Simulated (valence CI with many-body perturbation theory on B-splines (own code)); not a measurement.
## Mg VIII: magnetic and hyperfine properties of the levels

Computed by configuration interaction combined with many-body perturbation theory (CI+MBPT): three valence electrons over a frozen Dirac-Fock core [He], radial functions for each j: 11 s, 11 p, 9 d, 7 f, 5 g, 2 h, 1 i, with the one-electron correlation potential Σ1 (screened to all orders), the two-electron term Σ2, the three-electron term Σ3, Breit, model QED; selected single and double excitations, second order for the rest, scaled by the run's own slope (own B-spline code, finite nucleus).

No measured levels were compared; by estimate levels hold to about 100 cm⁻¹ or 0.05 % of their energy and the worst to 300 or 400 cm⁻¹, as in measured light ions of charge 2 to 7.

A/g_I is the dipole constant over the nuclear g factor μ/I (μ in nuclear magnetons, uniformly magnetised nucleus), B/Q the quadrupole constant per barn. Both hold the static response of the core; the bare values leave it out. Large factors of s and p1/2 electrons are usually good to 5 to 10 %; those of open d and f shells near neutrality can be off by tens of per cent, and small factors of p3/2, d and f electrons come from cancelling terms and can be off by a factor of two or in sign, in half-filled shells by more. B is blank for J = 1/2, where it vanishes, and for nearly pure S terms. Energies count from the lowest level.

Letters in brackets count levels of one name in rising energy.

```
               Level  E (cm⁻¹)      g  A/g_I (MHz)  A/g_I bare  B/Q (MHz/b)  B/Q bare
      2s2 2p 2P°_1/2         0  0.665        10600       10300                       
      2s2 2p 2P°_3/2      3300  1.333         2070        2350         3690      3740
       2s 2p2 4P_1/2    129830  2.669        18400       18400                       
       2s 2p2 4P_3/2    130970  1.734         8670        8690         3010      3040
       2s 2p2 4P_5/2    132640  1.601         9080        9070        -3770     -3820
       2s 2p2 2D_5/2    232310  1.200        10500       10100         7450      7540
       2s 2p2 2D_3/2    232350  0.799        -2820       -2390         5220      5280
       2s 2p2 2S_1/2    298450  1.991        37000       34900                       
       2s 2p2 2P_1/2    318900  0.676         6270        5610                       
       2s 2p2 2P_3/2    320890  1.333        -1590        -867        -3810     -3850
         2p3 4S°_3/2    413610  2.001        -1410       -12.1                       
         2p3 2D°_5/2    465760  1.200         3370        3640        -98.1     -99.0
         2p3 2D°_3/2    465850  0.800         2600        2370          319       322
         2p3 2P°_1/2    524780  0.665        10800       10200                       
         2p3 2P°_3/2    524980  1.333         1550        2020         -190      -191
       2s2 3s 2S_1/2   1210600  2.002         9910        9440                       
      2s2 3p 2P°_1/2   1275200  0.666         2350        2280                       
      2s2 3p 2P°_3/2   1276000  1.334         1020        1070         1060      1060
       2s2 3d 2D_3/2   1335800  0.799          319         315          155       162
       2s2 3d 2D_5/2   1336000  1.200         80.7        84.3          220       230
    2s 2p 3s 4P°_1/2   1351400  2.669        23000       22200                       
    2s 2p 3s 4P°_3/2   1352500  1.734        14200       13800        -3200     -3240
    2s 2p 3s 4P°_5/2   1354500  1.601        10900       10600         3990      4040
2s 2p 3s 2P°_1/2 [a]   1381400  0.666         1790        1910                       
2s 2p 3s 2P°_3/2 [a]   1383600  1.334        10100        9920         3890      3930
 2s 2p 3p 2P_1/2 [a]   1408200  0.546        -5410       -5100                       
 2s 2p 3p 2P_3/2 [a]   1409200  1.316        11400       11000        -2410     -2440
     2s 2p 3p 4D_1/2   1410700  0.118        -7440       -7150                       
     2s 2p 3p 4D_3/2   1411300  1.220         5460        5360         -338      -341
     2s 2p 3p 4D_5/2   1412200  1.372         6800        6680         1580      1600
     2s 2p 3p 4D_7/2   1414000  1.429         6660        6540         5000      5050
     2s 2p 3p 4S_3/2   1423900  1.996        12700       12400                       
     2s 2p 3p 4P_1/2   1432500  2.668        20700       20200                       
     2s 2p 3p 4P_3/2   1433400  1.736         9770        9560         2070      2100
     2s 2p 3p 4P_5/2   1434400  1.598         8960        8780        -2240     -2270
 2s 2p 3p 2D_3/2 [a]   1440500  0.801          118         158         3610      3650
 2s 2p 3p 2D_5/2 [a]   1442600  1.202         5850        5780         4950      5000
 2s 2p 3p 2S_1/2 [a]   1461000  2.001        16300       16300                       
    2s 2p 3d 4F°_3/2   1462000  0.401        -4530       -4320         1780      1810
    2s 2p 3d 4F°_5/2   1462700  1.030         2270        2250         1550      1570
```

(1) Take the isotope of mass number 25, with I = 5/2, μ = -0.85533 μN and Q = 0.199 b. What is the hyperfine structure of 2s 2p2 2D_5/2?

Results:

(1) From the table A = -3600 MHz, B = 1480 MHz. Shifts from the centre of gravity in MHz: F = 0: 32500, F = 1: 28600, F = 2: 20800, F = 3: 9470, F = 4: -5020, F = 5: -22100.
